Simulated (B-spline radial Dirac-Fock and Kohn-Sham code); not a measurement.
## The K (1s) hole of germanium ions: width and yield against charge

The computed values come from a radial atomic solver: independent-particle rates on relativistic LDA orbitals of the hole state (multipoles up to L = 3, Coulomb Auger matrix elements, transition energies from Dirac-Fock). Tabulated ground configurations, configuration averages; single configurations, so decays that open only by mixing (as 1s 2s² with 1s 2p² in Be-like ions) are missing and such tiny yields are far too low.

| ion | configuration | radiative (eV) | non-radiative (eV) | yield |
| --- | --- | --- | --- | --- |
| Ge | [Ar] 3d10 4s2 4p2 | 1.02 | 0.862 | 0.543 |
| Ge⁺ | [Ar] 3d10 4s2 4p1 | 1.02 | 0.861 | 0.542 |
| Ge²⁺ | [Ar] 3d10 4s2 | 1.02 | 0.860 | 0.542 |
| Ge³⁺ | [Ar] 3d10 4s1 | 1.02 | 0.858 | 0.543 |
| Ge⁴⁺ | [Ar] 3d10 | 1.02 | 0.856 | 0.544 |
| Ge⁵⁺ | [Ar] 3d9 | 1.02 | 0.861 | 0.543 |
| Ge⁶⁺ | [Ar] 3d8 | 1.03 | 0.866 | 0.542 |
| Ge⁷⁺ | [Ar] 3d7 | 1.03 | 0.872 | 0.542 |
